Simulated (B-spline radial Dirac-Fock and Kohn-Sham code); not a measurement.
## Core-level shifts of osmium with charge state

The computed values come from a radial B-spline solver: Dirac-Fock (average of configuration) total-energy differences with a finite nucleus, the Breit interaction including its frequency dependence, and self-energy and vacuum-polarisation corrections. Each ion is free and in its tabulated ground configuration. Correlation energy is missing from these numbers.

Reference: Os⁴⁰⁺, [Ar] 3d10 4s2 4p6, with 2s 14847.6 eV, 3s 4861.1 eV, 3p1/2 4605.8 eV, 3d5/2 3769.5 eV, 4s 2223.5 eV. Shifts from it, in eV (a dash: the subshell is empty, belongs to an open shell averaged over j, or its hole state is left out as unreliable):

```tsv
ion	configuration	2s	3s	3p1/2	3d5/2	4s
Os⁴¹⁺	[Ar] 3d10 4s2 4p5	+80.5	+71.7	+71.8	+72.9	+53.7
Os⁴²⁺	[Ar] 3d10 4s2 4p4	+161.8	+144.0	+144.4	+146.5	+107.9
Os⁴³⁺	[Ar] 3d10 4s2 4p3	+244.0	+216.9	–	+220.8	+162.5
Os⁴⁴⁺	[Ar] 3d10 4s2 4p2	+327.1	+290.6	+291.2	+295.8	+217.4
Os⁴⁵⁺	[Ar] 3d10 4s2 4p1	+411.1	+364.9	+365.7	+371.5	+272.8
```
